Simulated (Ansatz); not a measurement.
C2H8ClNOSi (`CC[Si](N)(O)Cl`), relaxed with RKS PBE-D4/def2-SVP in the Gaussian-basis code of Ansatz from a rough embedded geometry. The force threshold is 0.03 eV/Å; the program also tests the step.

Total charge 0; spin multiplicity 1.

Start:

```xyz
14

C     0.571    1.267   -1.528
C     0.203    1.029   -0.026
Si   -0.029   -0.744    0.553
N    -0.601   -0.746    2.164
O    -1.183   -1.571   -0.277
Cl    1.675   -1.797    0.364
H     1.508    0.752   -1.730
H    -0.233    0.820   -2.133
H     0.689    2.289   -1.699
H    -0.703    1.601    0.179
H     1.001    1.510    0.590
H    -1.561   -0.598    2.169
H    -0.492   -1.838    2.460
H    -0.846   -1.974   -1.085
```

```
         step  energy (eV)  largest force (eV/Å)  largest move (Å)
            1  -26118.3033                 4.484             0.000
            2  -26118.8932                 1.582             0.157
            3  -26118.9594                 0.552             0.167
            4  -26118.9923                 0.348             0.086
            5  -26119.0058                 0.186             0.092
 6 (rejected)  -26118.9974                 0.239             0.135
            7  -26119.0109                 0.068             0.067
            8  -26119.0121                 0.146             0.094
            9  -26119.0130                 0.174             0.065
10 (rejected)  -26119.0126                 0.441             0.047
           11  -26119.0154                 0.046             0.023
13 (rejected)  -26119.0080                 0.654             0.146
           15  -26119.0211                 0.206             0.074
           17  -26119.0242                 0.048             0.044
           19  -26119.0257                 0.114             0.065
21 (rejected)  -26119.0177                 1.117             0.146
           23  -26119.0409                 0.381             0.073
25 (rejected)  -26119.0524                 0.410             0.169
           27  -26119.0715                 0.059             0.084
           29  -26119.0739                 0.065             0.010
           30  -26119.0742                 0.017             0.010
```

End:

```xyz
14

C     0.581    1.239   -1.458
C     0.061    1.032   -0.029
Si   -0.145   -0.768    0.459
N    -0.814   -0.867    2.040
O    -1.169   -1.641   -0.540
Cl    1.760   -1.679    0.229
H     1.577    0.769   -1.593
H    -0.104    0.780   -2.201
H     0.677    2.314   -1.712
H    -0.933    1.511    0.107
H     0.740    1.513    0.709
H    -0.454   -0.253    2.774
H    -1.077   -1.779    2.422
H    -0.699   -2.171   -1.207
```

It took 92 s on 2 threads of a server CPU on a shared host, with 0.23 GiB of host memory at the peak.
